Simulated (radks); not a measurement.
The numbers below are computed, except where a source is named.
Problem. Valence configurations of the cadmium ion Cd2+ (all share [Kr]). Code: a radial shooting solver on a logarithmic mesh with Libxc functionals. Model: scalar-relativistic Kohn-Sham, r2SCAN, spin-unpolarised, spherical densities, finite nucleus; meta-GGA in the generalised Kohn-Sham scheme; Fermi nuclear charge, rms radius 4.6087 fm. Order these by energy: 4d9 5p1; 4d10; 4d9 5s1; 4d8 5s2; 4d9.5 5s0.5; 4d7 5s2 5p1.

Solution. From the lowest, in eV above it: 4d10 0.000; 4d9.5 5s0.5 5.370; 4d9 5s1 11.295; 4d9 5p1 18.623; 4d8 5s2 24.848; 4d7 5s2 5p1 49.557. NIST lists [Kr] 4d10 as the ground configuration; this level of theory agrees among the configurations tried. The energies are those of spherical spin-averaged densities, not of single terms.
